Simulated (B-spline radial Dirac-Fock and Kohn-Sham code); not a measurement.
# How the binding energies of Pm add up

System: neutral promethium, configuration 1s2 2s2 2p6 3s2 3p6 3d10 4s2 4p6 4d10 4f6 5s2 5p6 6s1 (not the ground configuration); nuclear rms radius 4.962 fm (A = 145).

Input file task.json (cfg lists n, l and occupation; rrms is the nuclear radius in fm):

```json
{"items": [{
  "Z": 61,
  "q": 0,
  "cfg": [[1, 0, 2], [2, 0, 2], [2, 1, 6], [3, 0, 2], [3, 1, 6], [3, 2, 10], [4, 0, 2], [4, 1, 6], [4, 2, 10], [4, 3, 6], [5, 0, 2], [5, 1, 6], [6, 0, 1]],
  "A": 145,
  "rrms": 4.962,
  "do": ["binding"]
}]}
```

Launch: `python xray_run.py task.json out`

These are calculated numbers from a radial finite-basis atomic code; the model is ΔSCF Dirac-Fock with Breit, self-energy and vacuum polarisation, finite nucleus, configuration average. Correlation and solid-state effects are left out. Energies are counted from the vacuum level. Subshells whose hole state is unreliable or did not converge are left out.

All terms are in eV, carry their sign (relaxation lowers the binding energy) and add up to the binding energy; ⟨r⟩ is the mean radius of the orbital in the initial state.

```csv
subshell,−ε (Koopmans),relaxation,Breit,self-energy,vacuum polarisation,binding energy,⟨r⟩ (bohr)
1s,45441.4,-78.44,-121.54,-74.22,11.60,45178.8,0.023
2s,7495.3,-46.07,-12.45,-9.78,1.42,7428.4,0.098
2p1/2,7079.2,-49.92,-20.73,0.39,0.00,7008.9,0.083
2p3/2,6517.2,-48.06,-13.33,-0.47,-0.06,6455.3,0.089
3s,1676.9,-25.84,-2.06,-2.13,0.30,1647.2,0.259
3p1/2,1498.1,-26.49,-3.58,0.06,0.00,1468.0,0.249
3p3/2,1382.6,-25.65,-2.10,-0.11,-0.02,1354.7,0.262
3d3/2,1075.9,-27.54,-1.38,0.17,-0.02,1047.1,0.233
3d5/2,1051.2,-27.21,-0.80,0.10,-0.02,1023.3,0.237
4s,349.0,-12.31,-0.41,-0.48,0.07,335.9,0.594
4p1/2,279.0,-11.91,-0.70,0.02,0.00,266.4,0.610
4p3/2,253.7,-11.28,-0.37,-0.02,0.00,242.0,0.637
4d3/2,137.1,-10.34,-0.17,0.04,0.00,126.6,0.687
4d5/2,132.5,-10.09,-0.06,0.02,0.00,122.4,0.697
5p1/2,26.32,-2.34,-0.08,0.01,0.00,23.90,1.698
5p3/2,23.04,-2.09,-0.04,0.00,0.00,20.90,1.797
6s,3.95,-0.03,-0.01,0.00,0.00,3.91,5.399
```

For the deepest level, K (1s), the Breit terms make up -0.269 % of the binding energy, QED -0.139 % and orbital relaxation -0.174 %.

Spin-orbit splittings: 2p 553.6 eV, 3p 113.4 eV, 3d 23.87 eV, 4p 24.42 eV, 4d 4.26 eV, 5p 3.00 eV.
